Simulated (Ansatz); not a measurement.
Two isomers of C2H6FNOSi: A = `COC(=N)[SiH2]F`, B = `N[Si]1(F)CCO1`.

Isolated molecules relaxed with PBE0-D4/def2-TZVP in Ansatz; ΔE leaves out vibrations. CBS: MP2 limit from def2 TZ/QZ plus the TZ coupled-cluster correction, frozen cores. DFT in def2-TZVPP. B3LYP here is the variant with VWN-RPA as its local correlation; programs differ in this. Each species was taken in one conformer, which may not be the lowest.

Task: Which is lower in electronic energy at CCSD(T)/CBS, and by how much? (An estimate is asked.)

Result: The calculation gave: B, by 271.0 kJ/mol.

Task: Give E(B) − E(A) in kJ/mol with B3LYP, ωB97M-V, B2PLYP, PBE0-D4, r2SCAN-D4, CCSD(T)/def2-TZVPP, PBE-D4. (An estimate is asked.)

Result: The calculation gave: B3LYP -244.0, ωB97M-V -271.0, B2PLYP -256.0, PBE0-D4 -267.6, r2SCAN-D4 -262.3, CCSD(T)/def2-TZVPP -263.8, PBE-D4 -245.6. None reverses the order clearly.

Largest T1 diagnostic: 0.014.

In def2-TZVPP, CCSD(T) changes the Hartree–Fock value by −10.1 kJ/mol (the triples alone add +5.0 kJ/mol) and MP2 by −25.8 kJ/mol. From PBE to PBE0 (25 % exact exchange), in def2-TZVPP and without D4, E(B) − E(A) moves by −22.4 kJ/mol.
